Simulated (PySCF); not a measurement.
Compound: C₆H₁₂Ge.
Cartesian coordinates in Å at the PBE0-D3(BJ)/def2-SVP level; atoms count from 1:
```xyz
19
C6H12Ge angstrom
C     -0.2198    1.2193   -2.1210
C      0.1925    0.9556   -0.8739
C      1.6434    0.9779   -0.4981
Ge     2.3785   -0.7979   -0.0510
C     -0.7362    0.5776    0.2298
C     -1.1876   -0.8590    0.3768
C     -2.1695    0.2100    0.0108
H      0.4941    1.4584   -2.9136
H     -1.2779    1.2101   -2.3910
H      1.8056    1.6108    0.3915
H      2.2565    1.3935   -1.3116
H      1.8593   -1.2914    1.3123
H      1.9905   -1.8164   -1.1395
H      3.9166   -0.6967    0.0201
H     -0.5154    1.0826    1.1781
H     -1.2210   -1.2951    1.3787
H     -0.8851   -1.5526   -0.4128
H     -2.8918    0.5307    0.7656
H     -2.5606    0.2156   -1.0091
```

Computed with PySCF at wB97X-D/def2-SVPD, non-relativistic, on one gas-phase PBE0-D3(BJ)/def2-SVP geometry that isn't relaxed in the solvent. The solvent is an IEF-PCM continuum (van der Waals radii × 1.2), and excitations are vertical TDDFT with non-equilibrium linear response and a frozen core. The model holds no explicit solvent molecules, cavitation or dispersion. Spin–orbit coupling is left out although an atom past zinc is present.

| run | E − E(gas) (kJ/mol) | HOMO (eV) | HOMO–LUMO gap (eV) | dipole (D) | lowest singlet (eV) | static polarisability (au) |
| --- | --- | --- | --- | --- | --- | --- |
| gas | 0.00 | -8.59 | 10.34 | 0.59 | 6.55 | 101.8 |
| P | -3.60 | -8.56 | 10.35 | 0.66 | 6.39 | 115.5 |
| Q | -9.34 | -8.57 | 10.37 | 0.80 | 6.40 | 140.8 |

Q: The runs were made in acetone and cyclohexane. Which run belongs to which solvent?

A: P = cyclohexane, Q = acetone. The dielectric constants are 2.017 (cyclohexane), 20.49 (acetone), and the energy falls further as ε rises. The optical constants n² used for the excitations are 2.04, 1.85 in the same order. In this model the ground state sees the solvent through ε alone.

Q: How constant is the ratio of the lowering to (ε − 1)/(2ε + 1)?

A: 
```
    solvent  (ε − 1)/(2ε + 1)  E − E(gas) (kJ/mol)  ratio (kJ/mol)  polarisation term (kJ/mol)
cyclohexane             0.202                -3.60           -17.8                       -3.74
    acetone             0.464                -9.34           -20.1                      -10.35
```

The ratio changes by +13.0 % in size from cyclohexane to acetone. The polarisation term is half the interaction of the solute with the induced surface charges.

Cost: about 2.6 min of CPU time on one thread; the machine was shared, so the figure is rough. This is the whole response run at wB97X-D/def2-SVPD in acetone, SCF included.

wB97X-D is run here without its empirical dispersion term; that term would change no orbital, density or response property at a fixed geometry.
